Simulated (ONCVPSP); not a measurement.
PBEsol ONCV dataset for cobalt (Co), scalar-relativistic all-electron reference.

- Element: cobalt
- Generator: ONCVPSP 4.0.1
- Type: optimised norm-conserving Vanderbilt (ONCV)
- Functional: PBEsol
- Relativity: scalar-relativistic
- Frozen core: [Ne]
- Valence charge: 17
- Reference configuration: 3s2 3p6 3d7 (charge +2)
- Partial waves: 3s: rc 1.10 bohr, ncon 3, nbas 6, qcut 13.1 1/bohr, 2 projectors, debl 0.85 Ha; 3p: rc 0.80 bohr, ncon 4, nbas 8, qcut 11.4 1/bohr, 1 projector; 3d: rc 1.50 bohr, ncon 3, nbas 8, qcut 11 1/bohr, 2 projectors, debl 2.5 Ha; f scattering state at 0.02 Ha: rc 1.35 bohr, ncon 3, nbas 7, qcut 7.3 1/bohr, 1 projector
- Local potential: polynomial inside 0.75 bohr (lpopt 5, dvloc0 2 Ha)
- Core correction: polynomial model core, fcfact 0.2

In the s channel the program set the typed energies aside and used -4.453, 0.250 Ha.

All-electron outer shells of the reference configuration (PBEsol, scalar-relativistic, ld1.x):

```csv
shell,level (eV),outermost node (bohr),outermost maximum (bohr)
3s,-121.17,0.31,0.67
3p,-84.56,0.28,0.68
3d,-27.03,–,0.66
```

Calculated quality:

- Cutoffs needed: 58 Ha and 201 Ha (the cutoffs (Ha) at which the residual kinetic energy of the hardest occupied pseudo-wave falls to 1 and 0.1 mHa per electron)
- Ghost test: no bound ghost flagged; no localised positive-energy state flagged
- Largest excitation error: +64 meV (all-electron minus pseudo) for 3s2 3p6 3d6, out of 4 test configurations
- rms error of d²Exc/dni dnj: 2.25 mHa without and 0.94 mHa with the model core

Generation and tests took about 4.3 s on one core of a shared server CPU.
